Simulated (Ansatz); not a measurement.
GaH2(OMe) (CH₅GaO), relaxed as a singlet with RKS B3LYP-D4/def2-TZVP in Ansatz, starting from the GFN2-xTB geometry. Force threshold 0.02 eV/Å.

Start:

```xyz
8

Ga    1.051    0.121    1.365
H     2.442    0.761    1.128
H     0.512   -0.410    2.706
O    -0.045   -0.042    0.083
C    -0.833   -0.095   -1.090
H    -1.879    0.087   -0.835
H    -0.745   -1.082   -1.549
H    -0.504    0.660   -1.807
```

Question: Estimate the energy that the relaxation releases and the steps that it takes.

Answer: 9.0 kcal/mol, in 14 steps; 16 s on 4 threads of Arm Neoverse V1 on a shared host. The force fell under the threshold at step 8, but the optimiser went on. No frequencies were taken in this run, so the end may be a saddle point.

Question: Does the start keep its bonding?

Answer: By distances, no bond broke or formed. The bond that changes most is Ga1–O4, from 1.69 to 1.79 Å (atoms count from 1).

Question: Predict the relaxed structure.

Answer: 
```xyz
8

Ga    0.8832    0.0876    1.3364
H     1.9360    0.9733    0.5897
H     0.8520   -0.4225    2.8054
O    -0.5274   -0.4394    0.3653
C    -0.7343   -0.1121   -0.9932
H    -1.6883    0.4125   -1.1057
H    -0.7778   -1.0269   -1.5926
H     0.0565    0.5275   -1.4053
```
Bond lengths: 1 × C–O 1.41 Å; 1 × Ga–O 1.79 Å; 3 × C–H 1.09 to 1.10 Å; 2 × Ga–H 1.56 to 1.57 Å.
